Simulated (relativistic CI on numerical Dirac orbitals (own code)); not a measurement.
**Zr³⁺: 3d photoemission**

Computed with this model: Dirac-Coulomb-Breit CI, orbitals from a KLI potential per configuration, model QED (radiative potential, 1s self-energy scaled to tabulated hydrogen-like ionisation energies), multiplet model of photoemission in the sudden approximation, unscaled Slater integrals; configurations [Kr] 4d → [Ar] 3d9 4s2 4p6 4d; 300 K; Lorentzian 0.21 eV and Gaussian 0.5 eV FWHM. Energies are those of the free ion, without screening or charge transfer. The energies are binding energies and can lie tens of eV above those of solids. S is read from ⟨S²⟩ = S(S + 1).

Field parameters in Wybourne normalisation: D4h B²₀ = −7Ds, B⁴₀ = 21(Dq − Dt), B⁴₄ = 21√(5/14) Dq. The field is a parameter set, without covalency.

Computed curve for D4h, 10Dq = 20950, Ds = 2100, Dt = -350 cm⁻¹, scaled to 100 at the maximum (points under 2 are left out and the grid is thinned):

Energy (eV), Intensity and a bar:
```
    217.1        2.1 
    217.2        2.5 
    217.3        3.1 
    217.4        4.1 #
    217.5        5.8 #
    217.6        8.5 ##
    217.7       12.6 ###
    217.8       17.8 #####
    217.9       23.5 #######
    218.0       28.7 ########
    218.1       33.4 ##########
    218.2       38.8 ###########
    218.3       47.0 ##############
    218.4       58.6 #################
    218.5       72.6 ######################
    218.6       86.3 ##########################
    218.7       96.3 #############################
    218.8      100.0 ##############################
    218.9       96.1 #############################
    219.0       85.4 ##########################
    219.1       70.7 #####################
    219.2       55.1 ################
    219.3       41.2 ############
    219.4       30.5 #########
    219.5       22.8 ######
    219.6       17.6 #####
    219.7       14.3 ####
    219.8       12.2 ###
    219.9       11.0 ###
    220.0       10.4 ###
    220.1       10.1 ##
    220.2       10.5 ###
    220.3       11.9 ###
    220.4       14.8 ####
    220.5       19.9 #####
    220.6       27.2 ########
    220.7       36.2 ##########
    220.8       45.8 #############
    220.9       54.5 ################
    221.0       60.5 ##################
    221.1       62.6 ###################
    221.2       60.6 ##################
    221.3       55.9 #################
    221.4       50.1 ###############
    221.5       44.0 #############
    221.6       37.6 ###########
    221.7       30.9 #########
    221.8       24.4 #######
    221.9       18.6 #####
    222.0       14.2 ####
    222.1       11.1 ###
    222.2        8.9 ##
    222.3        7.3 ##
    222.4        6.1 #
    222.5        5.2 #
    222.6        4.5 #
    222.7        3.7 #
    222.8        3.1 
    222.9        2.4
```

The ground state has S = 0.50, and the centroid lies at 219.84 eV.
